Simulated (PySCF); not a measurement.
Nickel: highly charged ions in a basis for the neutral atom

Ni¹⁸⁺ [Ne], Ni¹⁹⁺ [He] 2s2 2p5. All numbers are calculated (PySCF 2.14, the non-relativistic Hamiltonian (point nucleus), in cc-pVDZ (6s5p3d1f, 43 functions)). No spin-orbit coupling, so a gap to NIST mixes the basis error with missing relativistic terms.

Changed run: basis of the neutral atom used for a highly charged ion. This setting is unsound on purpose.

| species | method | sound run (hartree) | changed run (hartree) | converged |
| --- | --- | --- | --- | --- |
| Ni¹⁸⁺ | UHF | not run | -1338.07512 | yes |
| Ni¹⁸⁺ | M06-2X | not run | -1338.44732 | yes |
| Ni¹⁸⁺ | B3LYP | not run | -1338.31530 | yes |
| Ni¹⁹⁺ | UHF | not run | -1281.34942 | yes |
| Ni¹⁹⁺ | M06-2X | not run | -1281.69097 | yes |
| Ni¹⁹⁺ | B3LYP | not run | -1281.56193 | yes |

Ionisation energy of Ni¹⁸⁺:

```tsv
method	changed run (eV)	NIST (eV)
UHF	1543.6	1540.1 ± 0.5
M06-2X	1544.4	1540.1 ± 0.5
B3LYP	1544.3	1540.1 ± 0.5
```

The contracted functions were made for the neutral atom and can be too rigid for a highly charged ion.
